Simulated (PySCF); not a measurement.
Method: B3LYP-D3(BJ)/def2-TZVP // B3LYP-D3(BJ)/def2-SVP run with PySCF. Gas-phase values, no solvent. One relaxed conformer stands for a flexible species; it need not be the lowest. B3LYP has the VWN-RPA correlation part, as in Gaussian. Excitations are Tamm–Dancoff values on a coarser integration grid. The basis has no diffuse functions, so Rydberg states are missing or too high.

Reference species (SMILES): `CO[Si@@H]([SiH3])[SiH2]C(F)(F)F` (C–O–Si–Si torsion 63°, Si–Si–Si–C torsion -44°) (neutral, multiplicity 1).

| Item | Result |
|---|---|
| S1–T1 gap (TDA) | 0.57 eV |
| S1 excitation (TDA) | 5.35 eV |

Changed species: `CO[SiH2][SiH2][SiH2]C(F)(F)F`.

Problem. Give the shifts of the S1–T1 gap (TDA) and S1 excitation (TDA).

Solution. the S1–T1 gap (TDA) drops by 0.04 eV, to 0.53 eV; the S1 excitation (TDA) goes up by 0.53 eV, to 5.88 eV.
